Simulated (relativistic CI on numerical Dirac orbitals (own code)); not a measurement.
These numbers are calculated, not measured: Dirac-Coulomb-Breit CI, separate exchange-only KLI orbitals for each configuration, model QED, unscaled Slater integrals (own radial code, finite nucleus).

The strongest absorption lines from the ground level of an ion, among the configurations computed and to levels below about 161 eV (vacuum wavelength in nm, gf): 8.4417 (0.37), 8.8377 (0.44), 8.9407 (0.42), 13.143 (8.6), 13.280 (0.75), 13.597 (3.2), 13.621 (13), 14.023 (0.78).

Which ion is it?
A. Ag10+
B. Rh8+
C. In14+
D. In12+

D. In12+ has 37 electrons and the ground level 4s²4p⁶4d ²D3/2; the strongest line goes to 4s²4p⁵4d² ²F°5/2. The pattern of lines fixes the number of electrons, and along that sequence the line energies rise steadily with the charge (about as its square where n changes within one kind of shell, about linearly where n is kept but much faster in heavy ions where fine structure, which grows about as Z⁴, sets the gap, and irregularly where shells cross), which fixes Z. Configurations outside the model, such as inner-shell arrays, can give stronger lines. At this charge energies of transitions that change n are usually good to better than 1 %, and those within a shell (Δn = 0) to a few per cent.

LS names give the leading component of a level, which can be under half, so a name can repeat, a term be missing and a line seem to break the LS rules.
